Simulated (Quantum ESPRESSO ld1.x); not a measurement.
Problem. These are the eigenvalues of the occupied orbitals of an atom or ion with whole-number occupations (eV). Calculated with ld1.x of Quantum ESPRESSO 7.5: Dirac Kohn-Sham, PBE, spin-unpolarised, spherical densities, point nucleus.

orbital  eigenvalue
1s1/2      -11037.3
2s1/2      -1442.41
2p1/2      -1291.83
2p3/2      -1259.84
3s1/2      -233.659
3p1/2      -183.366
3p3/2      -178.868
3d3/2      -92.7213
3d5/2      -92.0480
4s1/2      -51.5077
4d3/2      -22.4151

Which element is it, and in what charge state? The configuration may be excited. Open shells, if any, fill j = l - 1/2 first.

Solution. Z = 32, germanium, charge +3: Ge3+ in [Ne] 3s2 3p4 3d10 4s1 4d2. The list shows which subshells hold electrons but not how many an open one holds; the 1s level, -405.61 hartree, gives Z - s = 28.5 by -(Z - s)^2/2, which with screening and relativity narrows Z to a few neighbours, and the depths of the outer levels then fix element, charge and occupations together.
